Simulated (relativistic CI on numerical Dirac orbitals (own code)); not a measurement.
## Mo3+: resonant inelastic scattering at the M2,3 edge

Computed with this model: Dirac-Coulomb-Breit CI, orbitals from a KLI potential per configuration, model QED (radiative potential, 1s self-energy scaled to tabulated hydrogen-like ionisation energies), valence Slater integrals scaled by 0.8, Kramers-Heisenberg scattering through one core-hole configuration in a parametric crystal field; configurations [Kr] 4d3 → [Ne] 3s2 3p5 3d10 4s2 4p6 4d4; 10 K; core-hole width 3 eV; summed over polarisations. Incident energies are the highest absorption maxima for each field (at most a few, so the weaker spin-orbit partner edge can be absent), on the computed scale of the free ion. Intensities are in per cent of the strongest line above 0.02 eV; levels within 1 cm⁻¹ are merged; final levels count from the ground level, the first row holds all elastic scattering, lines under 0.4 are left out and each table stops after 24 rows. The scale of the Slater integrals is a model choice and moves the terms in proportion.

Field parameters in Wybourne normalisation: D4h B²₀ = −7Ds, B⁴₀ = 21(Dq − Dt), B⁴₄ = 21√(5/14) Dq. The field is a parameter set, without covalency.

S is read from ⟨S²⟩ = S(S + 1).

D4h, 10Dq = 34900, Ds = -1500, Dt = 520 cm⁻¹:

| Final level (eV) | Degeneracy | Irrep | S | 401 eV | 418.3 eV |
| --- | --- | --- | --- | --- | --- |
| 0.000 | 2 | Γ6 | 1.50 | 1520.7 | 259.8 |
| 0.001 | 2 | Γ7 | 1.50 | 1.5 | 2.7 |
| 1.094 | 2 | Γ6 | 0.51 | 12.2 | 6.8 |
| 1.184 | 2 | Γ7 | 0.50 | 9.6 | 4.0 |
| 1.589 | 2 | Γ7 | 0.50 | 3.9 | 5.6 |
| 1.611 | 2 | Γ6 | 0.50 | 4.4 | 7.5 |
| 1.668 | 2 | Γ6 | 0.50 | 15.5 | 11.8 |
| 2.580 | 2 | Γ7 | 0.51 | 20.5 | 15.0 |
| 3.031 | 2 | Γ7 | 0.51 | 20.8 | 14.7 |
| 3.100 | 2 | Γ6 | 0.51 | 20.0 | 13.0 |
| 3.722 | 2 | Γ6 | 1.50 | 93.4 | 9.4 |
| 3.724 | 2 | Γ7 | 1.50 | 60.0 | 14.3 |
| 3.726 | 2 | Γ6 | 1.50 | 51.7 | 12.6 |
| 3.728 | 2 | Γ7 | 1.50 | 53.1 | 16.4 |
| 4.320 | 2 | Γ7 | 1.50 | 43.6 | 7.0 |
| 4.331 | 2 | Γ6 | 1.49 | 100.0 | 24.9 |
| 4.507 | 2 | Γ7 | 1.50 | 31.5 | 15.8 |
| 4.509 | 2 | Γ6 | 1.42 | 46.0 | 9.0 |
| 4.523 | 2 | Γ7 | 1.50 | 21.9 | 11.8 |
| 4.527 | 2 | Γ6 | 1.49 | 35.0 | 8.2 |
| 4.679 | 2 | Γ6 | 0.65 | 3.1 | 1.0 |
| 5.142 | 2 | Γ6 | 0.51 | 5.0 | 3.7 |
| 5.197 | 2 | Γ7 | 0.51 | 4.1 | 2.1 |
| 5.438 | 2 | Γ6 | 0.50 | 3.2 | 2.6 |

D4h, 10Dq = 34900, Ds = -860, Dt = 520 cm⁻¹:

```
Final level (eV)  Degeneracy  Irrep     S  401 eV  418.4 eV
           0.000           2     Γ6  1.50  1769.3     305.3
           0.000           2     Γ7  1.50     1.0       1.8
           1.294           2     Γ6  0.50    14.3       7.9
           1.375           2     Γ7  0.50    10.1       4.4
           1.596           2     Γ7  0.50     5.5       6.8
           1.608           2     Γ6  0.50     4.6       7.2
           1.668           2     Γ6  0.50    16.1      11.1
           2.574           2     Γ7  0.51    25.3      15.7
           2.853           2     Γ7  0.50    24.9      15.8
           2.913           2     Γ6  0.51    22.7      13.1
           3.748           2     Γ7  1.50    83.9      17.8
           3.762           2     Γ7  1.50    68.7      19.1
           3.773           2     Γ6  1.50    70.1      17.0
           3.784           2     Γ6  1.50    89.3      14.7
           4.323           2     Γ7  1.50    65.5      10.3
           4.331           2     Γ6  1.50   100.0      25.0
           4.611           2     Γ6  1.45    63.1       8.3
           4.628           2     Γ6  1.50    37.8       8.7
           4.632           2     Γ7  1.50    27.7      14.5
           4.644           2     Γ7  1.50    23.1      20.4
           4.799           2     Γ6  0.60     1.8       0.9
           5.288           2     Γ7  1.19    28.2       5.6
           5.293           2     Γ6  0.87    14.5       5.2
           5.322           2     Γ6  1.26    23.9      10.2
```

D4h, 10Dq = 34900, Ds = -210, Dt = 520 cm⁻¹:

```csv
Final level (eV),Degeneracy,Irrep,S,401 eV,417.5 eV,418.4 eV
0.000,4,Γ6+Γ7,1.50,2035.1,331.3,354.0
1.474,2,Γ6,0.50,16.6,18.9,9.9
1.535,2,Γ7,0.50,9.1,7.5,4.0
1.603,2,Γ7,0.50,9.0,17.7,9.9
1.604,2,Γ6,0.50,4.8,12.3,7.1
1.668,2,Γ6,0.50,17.7,21.4,11.8
2.565,2,Γ7,0.51,29.5,29.0,16.9
2.700,2,Γ7,0.50,30.3,34.8,19.1
2.740,2,Γ6,0.51,26.2,24.8,14.5
3.729,2,Γ7,1.50,94.3,10.4,19.1
3.751,2,Γ7,1.50,93.4,13.9,24.4
3.771,2,Γ6,1.50,89.0,12.3,22.4
3.792,2,Γ6,1.50,83.6,8.9,17.9
4.326,2,Γ7,1.50,86.2,6.0,13.1
4.332,2,Γ6,1.50,100.0,13.0,24.3
4.759,2,Γ6,1.45,73.1,4.6,6.5
4.784,2,Γ6,1.49,49.8,6.0,9.6
4.800,2,Γ7,1.50,33.3,9.9,15.9
4.815,2,Γ7,1.50,20.6,14.6,23.6
4.904,2,Γ6,0.74,4.9,2.5,3.8
5.003,2,Γ7,1.49,45.8,8.7,13.1
5.018,2,Γ6,1.41,43.1,9.3,13.9
5.302,2,Γ6,0.51,4.6,2.5,3.8
5.309,2,Γ7,0.51,3.7,2.2,3.0
```

For the first field the strongest loss at the lowest incident energy is the level at 4.33 eV (S = 1.49, against 1.50 in the thermal ground state). Levels of other spin, the first over 8 % at 1.09 eV, appear because spin-orbit coupling of the core hole, and in heavier ions of the valence shell too, mixes spins.
